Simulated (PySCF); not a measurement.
**The Re–O bond energy of ReO₃⁻**

All numbers come from PBE0 in PySCF with Re def2-SVPD with ECP60, O def2-SVPD; scalar-relativistic core potentials, no spin–orbit coupling; density-fitted integrals.

Each entry is the lowest minimum that a search over a few typed start shapes (and spin states, where more than one is plausible) found, or that minimum re-optimised at the stated level; isomers with ligand–ligand bonds, or fragments after loss of a ligand pair, can lie lower.

Total energies (Eh), which compare only within these settings: O atom -74.93195.

| species | 2S+1 | group | E (Eh) | ZPE (kJ/mol) |
| --- | --- | --- | --- | --- |
| ReO₂⁻ | 3 | C2v | -228.52437 | 12.7 |
| ReO₃⁻ | 1 | D3h | -303.72423 | 21.7 |

**Question.** What are De and D0 for ReO₃⁻ → ReO₂⁻ + O?

**Answer.** De = [(-228.52437) + (-74.93195) − (-303.72423)] × 2625.5 = 703 kJ/mol. The zero-point energy changes by -9.0 kJ/mol, so D0 = 694 kJ/mol.

Atoms and open shells are unrestricted, without spin–orbit or basis-set superposition corrections.

One determinant describes each species, so states of open d or f shells may be missed.

Spin–orbit coupling can matter for elements this heavy.
